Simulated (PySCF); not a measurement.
Compound: C6H11NO (charge +1 and doublet state).
Z-matrix (Å and degrees, GFN2-xTB geometry), rows numbered from 1:
```
C 
C   1  1.3233
C   2  1.5242  1  125.88
C   3  1.5187  2  103.08  1   -94.72
C   3  1.5266  2  111.83  1   144.30
N   3  1.4656  2  110.17  1    23.00
C   6  1.3247  3  122.59  2  -147.75
O   7  1.2167  6  126.84  3     9.04
H   1  1.0789  2  120.47  3  -173.98
H   1  1.0786  2  123.90  3     5.02
H   2  1.0806  1  121.50  3  -177.84
H   4  1.0890  3  113.44  2    45.02
H   4  1.1292  3  104.78  2   159.87
H   4  1.0867  3  113.04  2   -82.25
H   5  1.0882  3  110.29  2   177.34
H   5  1.0877  3  110.73  2   -62.76
H   5  1.0860  3  110.83  2    57.52
H   6  1.0107  3  116.51  2    44.84
H   7  1.1041  6  114.24  3  -172.01
```

The hyperfine couplings belong to this conformer and change with its torsions.

As a line formula: `[CH2+][CH]C(C)(C)NC=O` [radical] (charge +1).

The calculation used PySCF 2.14.0, UKS B3LYP, pcH-1 on C H N O, non-relativistic, mean-field spin-orbit, GIAO. Geometry: GFN2-xTB, one conformer, isolated ion. A GFN2-xTB geometry isn't a minimum of the functional, and hyperfine couplings can be far from their values at a DFT geometry, by a factor of two or more for some ions and for spin on atoms past the first row. Stability of the SCF solution: not tested.

(1) The isotropic 13C couplings, averaged over equivalent nuclei, are -33.1, +15.2, +9.2, -7.7, -2.8 MHz. Assign them to C1; C2; C3; C4/C5; C7.

Results:

(1) 
| site | a_iso (MHz) | ρ(0) (bohr⁻³) | position | distance from O8 (Å) | spin population | largest \|T\| (MHz) |
| --- | --- | --- | --- | --- | --- | --- |
| C1 | +9.2 | +0.0082 | 5 bonds from O8 | 4.70 | +0.19 | 30.8 |
| C2 | +15.2 | +0.0135 | 4 bonds from O8 | 4.19 | +0.08 | 22.1 |
| C3 | -7.7 | -0.0068 | 3 bonds from O8 | 2.86 | +0.01 | 10.4 |
| C4/C5 | -2.8 | -0.0025 | 4 bonds from O8 | 3.08 | +0.10 | 23.6 |
| C7 | -33.1 | -0.0295 | 1 bond from O8 | 1.22 | -0.04 | 7.6 |

ρ(0) is the spin density at the nucleus and T the dipolar tensor; entries for several nuclei are means. The largest Mulliken spin populations are on O8 (+0.44), C4 (+0.20), C1 (+0.19) and C2 (+0.08). Three atoms exceed +0.15.

Class means assume fast exchange of nuclei equivalent by connectivity; if that motion is slow, each nucleus keeps its own coupling. H9 and H10 aren't averaged: C1 is flat or nearly so (angle sum 360°), and its turn about the short C1–C2 bond (1.32 Å) is taken as slow. The six 1H nuclei of mean +36.9 MHz run from -0.2 to 205.7 MHz in the frozen geometry. The 13C value of -2.8 MHz is a mean of couplings from -5.5 to 0.0 MHz in this one geometry, not an average over conformers.

C2, the radical centre as drawn in `[CH2+][CH]C(C)(C)NC=O`, holds a spin population of +0.08 out of 1.
